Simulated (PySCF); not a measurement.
Al(OH)2(SH) (AlH₃O₂S), SMILES [OH][Al]([OH])[SH].

Coordinates come from a PBE0-D3(BJ)/def2-SVP optimisation. One conformer was computed; it need not be the lowest.

Method: B3LYP/def2-TZVPD (PySCF).

The molecule is in vacuum.

The total energy is -793.17656 hartree and the point group is Cs. The highest occupied level is -7.48 eV and the lowest empty level is -1.23 eV. The orbital gap is 6.24 eV, the dipole moment is 0.99 D and the quadrupole, principal values (traceless, Buckingham form, about the centre of nuclear charge) comes out as -2.87, -0.77, 3.64 D·Å. The mean static polarisability is 54.6 bohr³ (8.09 Å³). The polarisability, principal values comes out as 47.1, 53.2, 63.5 bohr³.
